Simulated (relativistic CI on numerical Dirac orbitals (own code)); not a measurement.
**Au⁴⁺: 4d photoemission**

Computed with this model: Dirac-Coulomb-Breit CI, separate exchange-only KLI orbitals for each configuration, model QED, multiplet model of photoemission in the sudden approximation, unscaled Slater integrals; configurations [Xe] 4f14 5d7 → [Kr] 4d9 4f14 5s2 5p6 5d7; 300 K; Lorentzian 4.9 eV and Gaussian 0.6 eV FWHM. Energies are those of the free ion, without screening or charge transfer. The energies are binding energies and can lie tens of eV above those of solids. S is read from ⟨S²⟩ = S(S + 1).

Field parameters in Wybourne normalisation: D4h B²₀ = −7Ds, B⁴₀ = 21(Dq − Dt), B⁴₄ = 21√(5/14) Dq. The field is a parameter set, without covalency.

free ion: ground-state S = 1.38, centroid 408.44 eV. Peaks (eV, height): 400.4 (100), 419.6 (73).

D4h, 10Dq = 41250, Ds = -1500, Dt = 830 cm⁻¹: ground-state S = 0.68, centroid 408.71 eV. Peaks (eV, height): 400.8 (100), 420.0 (69).

Strongest unbroadened transitions for D4h, 10Dq = 41250, Ds = -1500, Dt = 830 cm⁻¹:

| Energy (eV) | Relative strength |
| --- | --- |
| 400.17 | 100.0 |
| 400.19 | 48.9 |
| 400.63 | 79.0 |
| 400.75 | 75.1 |
| 400.86 | 59.6 |
| 401.04 | 61.1 |
| 401.14 | 84.5 |
| 401.19 | 43.7 |
| 401.22 | 41.1 |
| 401.41 | 65.9 |
| 419.15 | 72.3 |
| 419.16 | 38.1 |
| 419.80 | 87.7 |
| 419.89 | 55.4 |
| 419.94 | 44.5 |
| 419.97 | 41.4 |
| 419.98 | 49.0 |
| 420.31 | 43.6 |
